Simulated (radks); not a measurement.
The numbers below are computed, except where a source is named.
Ionisation of Zr+, [Kr] 4d2 5s1, to Zr2+, [Kr] 4d2, under several functionals. Scalar-relativistic Kohn-Sham, spin-polarised, spherical densities, finite nucleus; open shells are filled with parallel spins first (spin-orbit coupling, left out, can overturn this in heavy ions); a radial shooting solver on a logarithmic mesh with Libxc functionals. The NIST Atomic Spectra Database gives 13.130 eV (measured). Rank these functionals by the error of their Delta-SCF ionisation energy: TASK exchange with Perdew-Wang LDA correlation; SCAN; r2SCAN; MS2 meta-GGA.

Answer. From best to worst: TASK exchange with Perdew-Wang LDA correlation 13.012 eV (-0.118); MS2 meta-GGA 13.300 eV (+0.170); r2SCAN 13.339 eV (+0.209); SCAN 13.521 eV (+0.391). Open shells are spherical and high-spin; term and fine-structure splittings are not resolved.
